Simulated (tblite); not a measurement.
Species: C6H8F2N (doublet state).
SMILES with atom numbers: `[CH3:1][C@H:2]([F:3])[C:4]([C:5]#[N:6])[CH2:7][CH2:8][F:9]` (hydrogens: H10, H11, H12 on C1; H13 on C2; H14, H15 on C7; H16, H17 on C8)

Computed geometry: GFN2-xTB, gas phase. This method treats the open shell by occupation alone, without spin polarisation.

(1) What internal coordinates does the optimisation give?

## Answers

(1) 
```
                  bond  length (Å)
                 C1–C2       1.532
                 C2–F3       1.382
                 C2–C4       1.494
                 C4–C5       1.371
                 C5≡N6       1.159
                 C4–C7       1.490
                 C7–C8       1.534
                 C8–F9       1.372
C1–H10, C1–H11, C1–H12       1.087
                C2–H13       1.099
                C7–H14       1.091
                C7–H15       1.095
                C8–H16       1.094
                C8–H17       1.094
```

Bonds in one row agree within 0.01 Å and their mean is given. A selection of angles:
```
     angle  degrees
 C2–C1–H10    110.1
H10–C1–H11    109.1
  C1–C2–F3    108.7
  C1–C2–C4    111.1
 C1–C2–H13    110.2
  F3–C2–C4    109.9
 F3–C2–H13    106.1
 C4–C2–H13    110.7
  C2–C4–C5    118.6
  C2–C4–C7    120.9
  C5–C4–C7    120.3
  C4–C5–N6    179.5
  C4–C7–C8    112.1
 C4–C7–H14    109.6
 C4–C7–H15    110.0
 C8–C7–H14    109.4
 C8–C7–H15    107.0
H14–C7–H15    108.7
  C7–C8–F9    110.0
 C7–C8–H16    111.6
 C7–C8–H17    110.8
 F9–C8–H16    107.0
 F9–C8–H17    106.7
H16–C8–H17    110.6
```

Dihedral angles: C1–C2–C4–C5 -87° (synclinal); C2–C4–C7–C8 -117° (anticlinal); C4–C7–C8–F9 68° (synclinal).

C4 (carbon bonded to 3 C) is planar (angles 120.9°, 120.3° and 118.6°, sum 359.8°, 0.04 Å off the plane of its three neighbours). Of the pairs four or more bonds apart, F3···H14 is among the closest relative to their van der Waals radii: 2.36 Å, 88 % of the sum of Bondi's values. The C–C distances run from 1.371 Å (C4–C5, drawn single) to 1.534 Å (C7–C8, drawn single), a spread of 0.163 Å.

Point group: C1 (no symmetry element, even within 0.4 Å). Its GFN2-xTB frequencies are all real (lowest 35 cm⁻¹).

On one thread, Arm Neoverse V1 (aarch64), shared host, this took 1.4 s of wall time. This is the geometry optimisation.

One conformer stands for the species.
